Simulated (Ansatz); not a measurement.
Born–Oppenheimer molecular dynamics of a periodic cell of 21 atoms, H$_{14}$SO$_{6}$ (contents 6 H2O + 1 SH2, density as packed 1.23 g/cm³ with natural masses). It starts from a partly relaxed structure (largest force component 0.22 eV/Å).

Level of theory: Ansatz 0.2.0, DFT PBEsol, scalar-relativistic, plane waves, PAW. Settings: accuracy low, cutoff 420 eV, k mesh 1x1x1, fermi-dirac smearing 0.02 eV, no spin polarisation.

```json
{
  "ensemble": "NVT, Langevin thermostat",
  "time step": "0.5 fs",
  "steps asked": "300",
  "set temperature": "350 K",
  "friction": "0.02 /fs",
  "seed": "93791"
}
```

First frame:

```xyz
21
Lattice="5.7690 0.0000 0.0000 0.0000 5.7690 0.0000 0.0000 0.0000 5.7690" Properties=species:S:1:pos:R:3
O 4.932 5.474 3.988
H 4.945 5.636 3.011
H 4.817 4.491 4.005
O 2.760 3.483 2.598
H 3.403 4.020 2.070
H 2.530 2.688 2.070
O 0.105 2.966 3.579
H 0.947 3.430 3.373
H 0.292 2.089 3.172
O 3.024 1.315 4.761
H 3.796 0.740 4.459
H 3.222 2.236 4.481
O 4.508 5.244 1.387
H 4.213 5.990 0.834
H 5.362 4.918 0.974
O 1.544 0.969 2.519
H 1.468 0.069 2.147
H 2.044 0.896 3.382
S 1.462 4.409 5.804
H 2.154 5.565 6.058
H 0.757 5.072 4.828
```

Question: What does the run give?

Answer: The run went to its last step.

- steps done: 300
- time covered: 150 fs
- mean temperature over the second half: 330 K
- spread of the potential energy over the second half: 5.2 meV per atom
- mean potential energy of the second half above the start: 33.5 meV per atom

A run of 0.15 ps of so small a system gives no equilibrium averages. Limits of this set-up: coarse k mesh, low accuracy level.

Question: What happens to the structure?

Answer: Mean squared displacements from the first frame to the last, about the centre of mass: O 0.10 Å², H 0.33 Å², S 0.04 Å². The details hang on the random start.

Question: How do temperature and energy run in time?

Answer: 
| time (fs) | T (K) | potential energy less start (eV) |
| --- | --- | --- |
| 0.0 | 333 | 0.000 |
| 5.0 | 250 | 0.252 |
| 10.0 | 231 | 0.404 |
| 15.0 | 153 | 0.602 |
| 20.0 | 226 | 0.476 |
| 25.0 | 233 | 0.479 |
| 30.0 | 293 | 0.477 |
| 35.0 | 346 | 0.393 |
| 40.0 | 264 | 0.521 |
| 45.0 | 265 | 0.511 |
| 50.0 | 236 | 0.686 |
| 55.0 | 312 | 0.603 |
| 60.0 | 305 | 0.709 |
| 65.0 | 339 | 0.712 |
| 70.0 | 384 | 0.596 |
| 75.0 | 344 | 0.676 |
| 80.0 | 318 | 0.733 |
| 85.0 | 242 | 0.887 |
| 90.0 | 325 | 0.725 |
| 95.0 | 283 | 0.805 |
| 100.0 | 260 | 0.729 |
| 105.0 | 307 | 0.836 |
| 110.0 | 307 | 0.767 |
| 115.0 | 322 | 0.724 |
| 120.0 | 329 | 0.721 |
| 125.0 | 372 | 0.649 |
| 130.0 | 419 | 0.630 |
| 135.0 | 319 | 0.724 |
| 140.0 | 306 | 0.726 |
| 145.0 | 369 | 0.581 |
| 150.0 | 408 | 0.573 |

The run took 4.5 min on 1 thread of Arm Neoverse V1, with other jobs on the host, peak memory 0.32 GiB.
